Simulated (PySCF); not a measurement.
CH10FNSi3, SMILES C[SiH2][Si@@H](N)[SiH2]F. Atoms are numbered in the order given.

```xyz
16

C      2.9760     0.9412     0.0055
Si     1.7775     0.0206     1.1523
Si    -0.0445    -0.8252    -0.0771
N     -1.0438    -1.8163     0.9746
Si    -1.3720     0.9820    -0.7741
F     -2.7301     0.4334    -1.5391
H      3.3497     0.2676    -0.7914
H      3.8473     1.3277     0.5712
H      2.4719     1.8007    -0.4808
H      2.4815    -1.1264     1.8380
H      1.2682     0.9423     2.2318
H      0.5207    -1.4870    -1.3258
H     -1.9404    -2.1395     0.5981
H     -0.5871    -2.5846     1.4752
H     -1.8204     1.8120     0.3994
H     -0.6231     1.8709    -1.7344
```
Charge 0, spin multiplicity 1.

Geometry: PBE-D3(BJ)/def2-SVP. The structure was generated by enumeration; whether it is a known compound was not checked. The values are those of a single conformer.

Method: PBE/pcSseg-1 (PySCF).

GIAO shieldings, no solvent; atoms listed in one row are averaged. δ = σ(ref) − σ: ¹³C against TMS (σ = 182.0 ppm); ²⁹Si against TMS (σ = 335.4 ppm); ¹⁵N against NH3 (σ = 267.0 ppm); ¹⁹F against CFCl3 (σ = 133.6 ppm); ¹H against TMS (σ = 31.49 ppm), references at their B3LYP-D3(BJ)/def2-TZVP geometries, non-relativistic.

Estimate the chemical shifts. (An estimate is asked for; the answer gives what the named calculation found.)


| nucleus | atoms | count | δ (ppm) |
|---|---|---|---|
| ¹³C | C1 | 1 | -6.4 |
| ²⁹Si | Si5 | 1 | 20.0 |
| ²⁹Si | Si3 | 1 | -46.0 |
| ²⁹Si | Si2 | 1 | -72.9 |
| ¹⁵N | N4 | 1 | 4.9 |
| ¹⁹F | F6 | 1 | -289.0 |
| ¹H | H15 | 1 | 6.42 |
| ¹H | H16 | 1 | 6.24 |
| ¹H | H12 | 1 | 5.97 |
| ¹H | H10, H11 | 2 | 4.45 |
| ¹H | H13 | 1 | 0.70 |
| ¹H | H7, H8, H9 | 3 | 0.64 |
| ¹H | H14 | 1 | 0.33 |
